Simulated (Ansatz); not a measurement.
`O=C=[N][Ti]([Cl])([Cl])[Cl]` from Hartree–Fock to CCSD(T)

```xyz
7

O    -2.1562   -0.0735   -2.3810
C    -1.3782   -0.0460   -1.5231
N    -0.5682   -0.0173   -0.6299
Ti    0.6710    0.0224    0.7415
Cl    0.2550   -1.6003    2.1176
Cl    0.5200    1.9237    1.7720
Cl    2.6566   -0.2089   -0.0971
```

Total charge 0; spin multiplicity 1. Correlated methods include outer-core shells of Ti, which these sets cover unevenly. Scalar relativity is left out up to krypton. All single points use the PBE0-D4/def2-TZVP geometry. It is one conformer, not always the lowest. Frozen core, restricted reference, Ansatz 0.2.0.

```
     basis      HF (Eh)  MP2 corr.  CCSD corr.       (T)  CCSD(T) total
  def2-SVP  -2393.64303   -1.17541    -1.18322  -0.06202    -2394.88827
def2-TZVPP  -2394.44846   -1.56394           –         –              –
def2-QZVPP  -2394.50881   -1.69776           –         –              –
```
